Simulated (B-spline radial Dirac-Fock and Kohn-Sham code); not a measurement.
# Magnetic form factor of the 4d shell of Pt³⁶⁺

System: the Pt³⁶⁺ ion in the configuration 1s2 2s2 2p6 3s2 3p6 3d10 4s2 4p6 4d6.

The computed values come from an atomic code on a B-spline grid: Dirac-Fock densities. ⟨j_K⟩ is the integral of the 4d radial density with the spherical Bessel function j_K(4πsr), s = sin θ/λ.

```
s (Å⁻¹)     ⟨j0⟩    ⟨j2⟩    ⟨j4⟩
      0   1.0000  0.0000  0.0000
   0.05   0.9966  0.0013  0.0000
    0.1   0.9866  0.0053  0.0000
   0.15   0.9701  0.0119  0.0001
    0.2   0.9473  0.0208  0.0002
   0.25   0.9188  0.0320  0.0004
    0.3   0.8849  0.0450  0.0008
   0.35   0.8463  0.0595  0.0014
    0.4   0.8036  0.0754  0.0023
   0.45   0.7575  0.0920  0.0036
    0.5   0.7086  0.1091  0.0053
    0.6   0.6057  0.1433  0.0102
    0.7   0.5006  0.1749  0.0173
    0.8   0.3986  0.2014  0.0266
    0.9   0.3040  0.2211  0.0379
      1   0.2203  0.2329  0.0508
    1.1   0.1495  0.2364  0.0647
    1.2   0.0925  0.2321  0.0787
    1.4   0.0188  0.2039  0.1042
    1.6  -0.0098  0.1592  0.1219
```

Radial moments of the shell: ⟨r²⟩ = 0.1829, ⟨r⁴⟩ = 0.04902, ⟨r⁶⟩ = 0.01740 in powers of bohr.
